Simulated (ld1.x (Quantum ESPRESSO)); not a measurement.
## Reading a pseudo-wave (zinc)

Columns: radius, all-electron u(r) and pseudo u(r) of the 3d shell (level -10.08 eV) of zinc in the configuration [Ar] 3d10 4s2 4p0; revPBE, scalar-relativistic, TM scheme, ld1.x (Quantum ESPRESSO) 7.5.

| r (bohr) | all-electron | pseudo |
| --- | --- | --- |
| 0.120 | 0.1791 | 0.1009 |
| 0.240 | 0.5754 | 0.5232 |
| 0.360 | 0.8729 | 0.9030 |
| 0.480 | 1.0125 | 1.0253 |
| 0.600 | 1.0336 | 1.0337 |
| 0.720 | 0.9879 | 0.9879 |
| 0.840 | 0.9117 | 0.9117 |
| 0.960 | 0.8256 | 0.8256 |
| 1.080 | 0.7398 | 0.7398 |
| 1.200 | 0.6592 | 0.6592 |
| 1.320 | 0.5858 | 0.5858 |
| 1.440 | 0.5200 | 0.5200 |
| 1.560 | 0.4616 | 0.4616 |
| 1.680 | 0.4099 | 0.4099 |
| 1.800 | 0.3643 | 0.3643 |
| 1.920 | 0.3241 | 0.3241 |
| 2.040 | 0.2886 | 0.2886 |
| 2.160 | 0.2572 | 0.2572 |
| 2.280 | 0.2294 | 0.2294 |
| 2.400 | 0.2047 | 0.2047 |
| 2.520 | 0.1828 | 0.1828 |
| 2.640 | 0.1634 | 0.1634 |
| 2.760 | 0.1460 | 0.1460 |
| 2.880 | 0.1306 | 0.1306 |
| 3.000 | 0.1168 | 0.1168 |
| 3.120 | 0.1045 | 0.1045 |

(1) How many radial nodes do the two functions have?

(2) At about which radius was the pseudo-wave matched?

(3) Is the pseudo-wave norm-conserving?

Results:

(1) The all-electron 3d function has n − l − 1 = 0; the pseudo-wave has 0.

(2) 0.65 bohr, where the columns begin to agree (steps of 0.12 bohr).

(3) Yes: the TM scheme keeps the norm inside the radius equal to the all-electron one, which fixes the energy derivative of the logarithmic derivative at the level.
